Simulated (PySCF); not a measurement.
Species: C3H8NOSi (doublet state).
Structure used (GFN2-xTB), in Å, numbered top down from 1:
```xyz
14
C3H8NOSi angstrom
C     -2.4014   -0.4762   -0.2219
C     -1.6090    0.1836   -1.0440
C     -0.3271    0.8438   -0.6397
O     -0.0683    0.6892    0.7306
Si     1.3481    0.8603    1.4989
N      2.5632   -0.0800    0.6857
H     -3.3158   -0.9358   -0.5553
H     -2.1555   -0.5713    0.8219
H     -1.8435    0.2904   -2.0956
H     -0.3833    1.9169   -0.8758
H      0.4991    0.4236   -1.2301
H      1.8708    2.2241    1.4661
H      2.3227   -1.0113    0.3806
H      3.4992   -0.0778    1.0563
```

The hyperfine couplings belong to this conformer and change with its torsions.

As a line formula: `C=CCO[SiH]N` [radical].

Method: PySCF 2.14.0, UKS B3LYP, pcH-1 on C H N O Si, non-relativistic, mean-field spin-orbit, GIAO. One conformer (not necessarily the lowest) at the GFN2-xTB geometry, without solvent, vibrations or thermal averaging. The geometry wasn't refined by DFT: couplings that depend on bond lengths, twists or pyramidal angles can differ widely from those at the functional's own minimum, by a factor of two or more for some ions and for spin on atoms past the first row. The SCF solution wasn't tested for stability.

(1) What is the g tensor, term by term?

(2) What are the electron Larmor frequencies g μB B/h along the three axes at 340 mT?

(3) At 34.173 GHz, how far is the centre of the isotropic spectrum from where a free electron (g = 2.002319) resonates?

(4) What effective moment and Curie constant follow for a powder?

(5) In a frozen sample, at which fields do the three g values resonate at 9.5, 34, 94 and 263 GHz (hyperfine left aside), and which band first spreads them over more than twice a line width of 0.3 mT?

Answers

(1) 
```
                    Δg (ppm)      1     2     3
relativistic mass correction   -165  -165  -165
            gauge correction     96    12    79
   orbital Zeeman/spin–orbit   -958   -18   330
                       total  -1026  -171   244
```

So g = 2.00129, 2.00215, 2.00256 and g_iso = 2.00200; the tensor is rhombic: the two nearest values differ by 33 % of g3 − g1. Axes: g3 points within 10° of the N6–H14 bond.

(2) 9.5236, 9.5277, 9.5296 GHz for g1, g2 and g3, a range of 6.0 MHz.

(3) B = hν/(g μB) with μB/h = 13.99624 MHz/mT gives 1219.38 mT for the free electron and 1219.57 mT at g_iso, 0.19 mT higher.

(4) With the mean of g² = 4.0080 and S(S+1) = 0.75: μ_eff = √(⟨g²⟩S(S+1)) = 1.734 μB and χT = 0.12505·⟨g²⟩·S(S+1) = 0.376 cm³ K/mol (cgs; spin-Hamiltonian part alone).

(5) 
```csv
band,GHz,B(g3) mT,B(g2) mT,B(g1) mT,spread mT
X,9.5,338.94,339.01,339.16,0.22
Q,34.0,1213.06,1213.31,1213.83,0.77
W,94.0,3353.74,3354.44,3355.87,2.13
J,263.0,9383.35,9385.29,9389.31,5.96
```

The spread grows in proportion to the frequency. Q band is the first where it exceeds 0.6 mT.

Largest spin populations (Mulliken): Si5 (+0.76), N6 (+0.14) and H12 (+0.09). The angles at Si5 add up to 327.2°, so it is pyramidal.

The HOMO–LUMO gaps are 5.28 eV among the α and 5.18 eV among the β orbitals.

Hardware: one thread, Arm Neoverse V2 (aarch64), no GPU, shared host with 96 logical CPUs at a one-minute load of 92. Cost: 57 s wall (with the writing of density and orbital grids), 0.85 GiB resident at most.
